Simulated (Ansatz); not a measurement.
Reaction (formal exchange of groups at the Si–Al bond): `[NH2][Al]([SiH3])[SiH2]O` + `O=C[SiH2]F` → `O=C[SiH](F)[SiH3]` + `[NH2][AlH][SiH2]O`

Computed with Ansatz on PBE0-D4/def2-TZVP structures; ΔE is electronic, products minus reactants. CBS: MP2 limit from def2 TZ/QZ plus the TZ coupled-cluster correction, frozen cores. DFT in def2-TZVPP. B3LYP here is the variant with VWN-RPA as its local correlation; programs differ in this. Each species was taken in one conformer, which may not be the lowest.

`[NH2][Al]([SiH3])[SiH2]O`:

Cartesian coordinates in Å:
```
N 1.803 -0.750 0.568
Al 0.128 -0.271 0.246
Si -1.563 -0.924 1.905
Si -0.216 1.023 -1.829
O 1.221 1.484 -2.536
H 2.116 -1.275 1.369
H 2.574 -0.580 -0.059
H -2.645 -1.746 1.287
H -0.988 -1.723 3.026
H -2.226 0.270 2.507
H -1.086 2.218 -1.590
H -0.903 0.213 -2.874
H 1.785 2.061 -2.021
```

`O=C[SiH2]F`:

Z-matrix (Å, degrees):
```
Si
C 1 1.917
F 1 1.600 2 109.7
H 1 1.480 2 108.6 3 -119.1
H 1 1.480 2 108.7 3 119.2
O 2 1.206 1 117.9 3 -180.0
H 2 1.115 1 122.0 3 -0.0
```

`O=C[SiH](F)[SiH3]`:

```xyz
10

O     0.209    1.698   -1.764
C     0.185    1.803   -0.562
Si    0.686    0.292    0.514
F     0.531    0.693    2.063
Si   -0.686   -1.533   -0.015
H    -0.130    2.764   -0.091
H     2.123    0.025    0.247
H    -0.476   -1.881   -1.444
H    -0.333   -2.694    0.843
H    -2.109   -1.167    0.210
```

`[NH2][AlH][SiH2]O`:

```xyz
10

N    -0.716   -1.735   -0.859
Al    0.350   -0.354   -1.160
Si    0.652    1.204    0.728
O    -0.387    0.874    1.988
H    -0.945   -2.451   -1.531
H    -1.137   -1.948    0.031
H     0.989   -0.232   -2.609
H     0.506    2.629    0.293
H     2.011    1.095    1.328
H    -1.323    0.918    1.791
```

```
             level  ΔE (kJ/mol)  difference from CCSD(T)/CBS
            PBE-D4         10.4                         -2.5
         r2SCAN-D4         10.0                         -2.9
           PBE0-D4         11.6                         -1.3
          B3LYP-D4          9.1                         -3.8
           ωB97X-V          9.3                         -3.6
           ωB97M-V          9.5                         -3.4
            B2PLYP         12.3                         -0.6
               PBE         11.6                         -1.3
            r2SCAN         10.2                         -2.7
              PBE0         12.5                         -0.4
             B3LYP         11.2                         -1.7
     HF/def2-TZVPP         12.3                         -0.6
    MP2/def2-TZVPP         14.2                          1.3
SCS-MP2/def2-TZVPP         14.2                          1.3
   CCSD/def2-TZVPP         14.7                          1.8
CCSD(T)/def2-TZVPP         14.9                          2.0
     HF/def2-QZVPP         12.1                         -0.8
    MP2/def2-QZVPP         12.9                          0.0
SCS-MP2/def2-QZVPP         12.9                          0.0
      HF/CBS(def2)         12.0                         -0.9
     MP2/CBS(def2)         12.1                         -0.8
    CCSD/CBS(def2)         12.7                         -0.2
       CCSD(T)/CBS         12.9                            0
```

Largest T1 diagnostic among the species: 0.015.
